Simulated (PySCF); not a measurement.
# A small calculation by hand: chemical shift, span and skew from a shielding tensor

C₄H₅ClSi, SMILES C#C/C=C\[SiH2]Cl. Atoms are numbered in the order given.

```xyz
11

C      2.5158     0.7726    -2.0910
C      2.1193    -0.1375    -1.3850
C      1.6280    -1.1826    -0.5498
C      0.4873    -1.0692     0.1712
Si    -0.5623     0.4823     0.1419
Cl    -2.1765     0.1756     1.4216
H      2.8687     1.5724    -2.7144
H      2.2249    -2.1025    -0.5151
H      0.1789    -1.9205     0.7885
H     -1.0971     0.7529    -1.2153
H      0.1944     1.6609     0.6307
```
Charge 0, spin multiplicity 1.

Coordinates come from a TPSSh-D3(BJ)/def2-SVP optimisation. The structure was generated by enumeration; whether it is a known compound was not checked. The values are those of a single conformer.

GIAO shieldings from HF/pcSseg-1 (PySCF), non-relativistic, no solvent. The symmetric part of the tensor of C4 has the principal values -105.8, 56.4, 167.0 ppm. The same nucleus in TMS has σ = 192.6 ppm at this level (PySCF, at its B3LYP-D3(BJ)/def2-TZVP geometry). Without spin–orbit terms, shifts of atoms bonded to Cl or Br come out too high.

Q: Work out the isotropic shielding, the ¹³C shift against TMS, the span and the skew.

A: 
σ(iso) = (σ11 + σ22 + σ33)/3 = 39.2 ppm. δ = σ(ref) − σ(iso) = 192.6 − (39.2) = 153.4 ppm.
Span Ω = σ33 − σ11 = 272.8 ppm. Skew κ = 3(σ(iso) − σ22)/Ω = -0.19. Tumbling in solution averages the tensor to δ; in a static solid the shielding alone would spread this spin-1/2 line over Ω.
